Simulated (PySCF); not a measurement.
## O (oxygen, neutral) across methods

[He] 2s1 2p5, high-spin 3P determinant (an excited configuration). All numbers are calculated (PySCF 2.14, scalar relativity by spin-free X2C-1e, in dyall-av3z).

```tsv
method	E (hartree)	mean ε 2s α (eV)	mean ε 2p α (eV)	mean ε 2p β (eV)	Σ⟨r²⟩ (bohr²)	⟨S²⟩
UHF	-74.25015	-40.226	-19.852	-12.127	12.10	2.042
PBE0	-74.5181	-29.604	-13.141	-9.203	12.08	2.012
LC-wPBE	-74.5589	-31.922	-15.934	-12.443	12.05	2.007
r2SCAN	-74.5585	-27.829	-11.595	-7.899	12.05	2.015
wB97X	-74.5755	-32.029	-15.608	-11.895	12.05	2.011
LDA	-74.0563	-25.715	-10.966	-7.860	12.28	2.009
B97-3	-74.5666	-29.738	-13.182	-9.335	12.02	2.012
BHandHLYP	-74.5549	-33.053	-15.371	-10.644	12.04	2.017
PBE	-74.5344	-25.982	-10.834	-7.792	12.23	2.008
```
